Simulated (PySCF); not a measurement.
SMILES COC(=O)[SiH2]O (GFN2-xTB optimised geometry):

```
12

C      0.289    -2.189     0.000
O     -0.423    -0.955     0.000
C      0.304     0.162     0.000
O      1.517     0.162     0.000
Si    -0.720     1.783     0.000
O      0.374     2.976     0.000
H      0.888    -2.277    -0.908
H      0.954    -2.239     0.865
H     -0.459    -2.976     0.044
H     -1.517     1.844    -1.220
H     -1.514     1.850     1.221
H      1.308     2.763    -0.010
```

Computed with PBE/def2-TZVP (PySCF).

### Question
What are the frontier orbital energies and the dipole moment?

### Answer
HOMO-2 -7.61 eV, HOMO-1 -7.29 eV, HOMO -6.35 eV, LUMO -1.68 eV, LUMO+1 -0.56 eV; dipole moment 1.97 D.

Meta-Löwdin charges at PBE/def2-TZVP: C1 -0.16, O2 -0.29, C3 0.26, O4 -0.43, Si5 0.81, O6 -0.74, H7 0.13, H8 0.13, H9 0.14, H10 -0.10, H11 -0.10, H12 0.36.
